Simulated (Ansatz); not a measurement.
Relaxation of the cluster K2I with UKS r2SCAN-D4/def2-TZVP.

```sh
$ ansatz run in.yaml --threads 4 --pin off --events-out ev --progress --plain --max-ram 3916MiB
```

```yaml
crystal:
  periodic: [false, false, false]
  atoms:
    - {symbol: K, position_ang: [1.042800, -0.765360, 1.512270]}
    - {symbol: K, position_ang: [0.020930, -0.697520, -1.865380]}
    - {symbol: I, position_ang: [-1.063730, 1.462880, 0.353100]}
basis:
  gaussian: {orbitals: def2-TZVP}
magnetization: {spin_polarized: true, initial_magnetization: 1}
hamiltonian: {xc: r2scan, dispersion: d4}
scf: {lower_state_search: "off"}
output: {orbitals: {seedname: orbitals}}
relax: {f_tol: 0.02, max_steps: 100}
```

Hardware: 4 threads of Arm Neoverse V1 on a shared host. Wall time 15 s.

Positions (Å) and forces (eV/Å) at steps 1, 2, 3, 4, 5 of 5:

```xyz
3
step=1 energy=-40754.2438 eV
K     1.043   -0.765    1.512    0.091    0.012    0.352
K     0.021   -0.698   -1.865   -0.120    0.029   -0.339
I    -1.064    1.463    0.353    0.029   -0.041   -0.012
3
step=2 energy=-40754.2805 eV
K     1.052   -0.756    1.568    0.072    0.004    0.265
K    -0.003   -0.686   -1.916   -0.087    0.017   -0.258
I    -1.049    1.442    0.348    0.015   -0.021   -0.007
3
step=3 energy=-40754.3351 eV
K     1.080   -0.731    1.736    0.014    0.002    0.054
K    -0.073   -0.653   -2.069   -0.018    0.004   -0.053
I    -1.007    1.384    0.333    0.004   -0.006   -0.001
3
step=4 energy=-40754.3318 eV rejected
K     1.102   -0.705    1.889   -0.023    0.005   -0.069
K    -0.138   -0.621   -2.208    0.019    0.002    0.070
I    -0.964    1.325    0.319    0.005   -0.007   -0.002
3
step=5 energy=-40754.3385 eV
K     1.088   -0.722    1.790   -0.001    0.002    0.004
K    -0.096   -0.642   -2.118   -0.003    0.002   -0.003
I    -0.992    1.364    0.328    0.004   -0.005   -0.001
```

In the def2 sets I takes a core potential; there is no spin–orbit coupling. The relaxation made no stability test and no search for a lower SCF solution. The structure comes from a short search, and lower isomers may exist.
